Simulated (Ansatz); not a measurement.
Species: C₃H₇B, SMILES `[H]/B=C/CC` (charge 0, multiplicity 1), formula C₃H₇B.

### Question
How many basis functions does frozen-core CCSD(T)/cc-pVTZ // PBE-D3(BJ)/def2-TZVP run with Ansatz (a program for electronic structure) use, how many core orbitals are frozen, and how many electrons are correlated?

### Answer
218 basis functions and 4 frozen orbitals, which leaves 22 correlated electrons. Core time is of the order of seconds.
